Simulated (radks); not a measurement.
Problem. Radial electron density D(r) = 4 pi r^2 rho(r) of an atom or ion with 56 electrons. Method: non-relativistic Kohn-Sham, LB94 model potential, spin-polarised, spherical densities, point nucleus; computed with a radial shooting solver on a logarithmic mesh with Libxc functionals.

| r (bohr) | D(r) (e/bohr) |
|---|---|
| 0.0008972 | 1.138 |
| 0.001045 | 1.517 |
| 0.001226 | 2.047 |
| 0.001427 | 2.712 |
| 0.001661 | 3.581 |
| 0.001934 | 4.707 |
| 0.002269 | 6.243 |
| 0.002642 | 8.116 |
| 0.003076 | 10.48 |
| 0.003609 | 13.59 |
| 0.004202 | 17.24 |
| 0.004892 | 21.64 |
| 0.005695 | 26.81 |
| 0.006683 | 33.08 |
| 0.00778 | 39.69 |
| 0.009057 | 46.70 |
| 0.01063 | 54.09 |
| 0.01237 | 60.58 |
| 0.0144 | 65.93 |
| 0.01677 | 69.52 |
| 0.01968 | 70.94 |
| 0.02291 | 70.02 |
| 0.02667 | 67.49 |
| 0.0313 | 64.45 |
| 0.03644 | 62.99 |
| 0.04242 | 64.60 |
| 0.04938 | 70.06 |
| 0.05795 | 79.06 |
| 0.06746 | 87.93 |
| 0.07853 | 93.45 |
| 0.09216 | 92.62 |
| 0.1073 | 85.65 |
| 0.1249 | 76.46 |
| 0.1454 | 70.59 |
| 0.1706 | 71.68 |
| 0.1986 | 77.35 |
| 0.2313 | 80.38 |
| 0.2714 | 73.59 |
| 0.3159 | 57.68 |
| 0.3678 | 40.07 |
| 0.4282 | 29.49 |
| 0.5025 | 28.62 |
| 0.585 | 32.03 |
| 0.681 | 32.37 |
| 0.7991 | 26.75 |
| 0.9303 | 18.70 |
| 1.083 | 12.13 |
| 1.261 | 8.677 |
| 1.48 | 7.231 |
| 1.723 | 6.201 |
| 2.005 | 4.758 |
| 2.353 | 3.066 |
| 2.74 | 1.811 |
| 3.189 | 1.094 |
| 3.713 | 0.7670 |
| 4.357 | 0.5883 |
| 5.072 | 0.4369 |
| 5.905 | 0.2812 |
| 6.929 | 0.1430 |
| 8.067 | 0.05899 |
| 9.391 | 0.01850 |
| 10.93 | 0.004239 |
| 12.83 | 0.0006123 |

What is the nuclear charge?

Solution. Z = 56. The innermost maximum, from 1s, lies near 1/Z = 0.0179 bohr (found: 0.0198), and its height grows with Z. The density is that of neutral barium in [Xe] 6s2; the configuration itself is not fixed sharply by these data, and Z only to a few units. D(r) has 4 maxima, at r = 0.0198, 0.0837, 0.228, 0.639 bohr, and minima at 0.0367, 0.154, 0.468 bohr, inside which lie 2.00, 11.41, 29.01 electrons.
